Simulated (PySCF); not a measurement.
2,2,2-trifluoroacetaldehyde (C2HF3O), SMILES O=CC(F)(F)F. Atoms are numbered in the order given.

```xyz
7

F      0.4387     1.0230     1.0944
C     -0.0074     0.3660     0.0000
F     -1.3422     0.3679     0.0000
F      0.4387     1.0230    -1.0944
C      0.5743    -1.0670     0.0000
O     -0.1153    -2.0553     0.0000
H      1.7037    -1.0782     0.0000
```
Charge 0, spin multiplicity 1.

Coordinates come from a PBE-D3(BJ)/def2-SVP optimisation.

Two levels are set side by side: PBE/pcSseg-1 (PySCF) and PBE0/pcSseg-1 (PySCF). GIAO shifts against CFCl3 (¹⁹F), H2O (¹⁷O), TMS (¹H), TMS (¹³C) at the same level; non-relativistic, no solvent, atoms listed together averaged. Differences are taken from unrounded values.

```
quantity             PBE0    PBE  PBE minus PBE0
------------------  -----  -----  --------------
δ(¹³C) of C2 (ppm)  125.7  130.8             5.1
δ(¹³C) of C5 (ppm)  192.2  191.6            -0.6
δ(¹⁷O) of O6 (ppm)  733.0  714.2           -18.9
δ(¹H) of H7 (ppm)    9.74   9.88            0.14
```

Rough cost on one machine, each run with all the roots and properties that it gave: PBE0 against PBE within a factor of 2.
